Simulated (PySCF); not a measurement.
SMILES CC(=O)OC(C)[CH]OC, doublet (GFN2-xTB optimised geometry):

```
20

C     -1.662     2.327    -0.405
O     -1.059     1.071    -0.577
C      0.166     0.909     0.000
C      0.732    -0.451     0.000
C      2.256    -0.451     0.000
O      0.268    -1.146     1.208
C      0.065    -2.458     1.127
C     -0.429    -3.003     2.446
O      0.257    -3.120     0.141
H     -1.056     3.120    -0.858
H     -1.807     2.556     0.656
H     -2.628     2.279    -0.904
H      0.509     1.654     0.700
H      0.343    -1.018    -0.854
H      2.622     0.053    -0.889
H      2.623    -1.474     0.003
H      2.628     0.064     0.882
H     -1.136    -2.311     2.893
H      0.420    -3.114     3.117
H     -0.888    -3.975     2.288
```

Method: unrestricted PBE0/def2-SVP in PySCF.

### Question
What are the frontier orbital energies (α orbitals alone; a β orbital can be the lowest empty one) and the dipole moment?

### Answer
HOMO-2 -8.42 eV, HOMO-1 -7.62 eV, HOMO -5.21 eV, LUMO 0.84 eV, LUMO+1 2.05 eV; dipole moment 3.38 D.

On the same geometry unrestricted PBE/def2-SVP (PySCF 2.14.0) gives HOMO-2 -6.83 eV, HOMO-1 -5.85 eV, HOMO -3.71 eV, LUMO -0.25 eV, LUMO+1 1.16 eV; dipole moment 3.26 D.

Meta-Löwdin charges at PBE0/def2-SVP: C1 -0.08, O2 -0.30, C3 0.01, C4 0.12, C5 -0.30, O6 -0.37, C7 0.51, C8 -0.34, O9 -0.46, H10 0.10, H11 0.10, H12 0.12, H13 0.09, H14 0.12, H15 0.11, H16 0.11, H17 0.10, H18 0.12, H19 0.13, H20 0.12.
